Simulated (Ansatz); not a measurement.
All numbers were calculated with Ansatz.

A structure relaxed at PBE0-D4/def2-TZVP, charge 0, multiplicity 1:

Cartesian coordinates in Å:
```
F -0.428 2.067 -1.266
Ga -0.313 0.293 -1.205
B 0.194 -0.271 0.727
S 0.413 1.033 1.921
Se 0.441 -2.092 1.311
H -0.616 -0.373 -2.585
H 0.150 2.057 1.086
H 0.157 -2.713 0.011
```

Task: Give its formula and SMILES.

Result: BFGaH3SSe, `[F][GaH][B](S)[SeH]`.

Task: Point group (tolerance 0.08 Å, 0.16 Å for H)?

Result: Cs.

Task: Summarise the bond lengths by kind.

Result: 1 × F–Ga 1.778 Å; 1 × B–Ga 2.075 Å; 1 × Ga–H 1.562 Å; 1 × B–S 1.781 Å; 1 × B–Se 1.928 Å; 1 × H–S 1.347 Å; 1 × H–Se 1.468 Å.
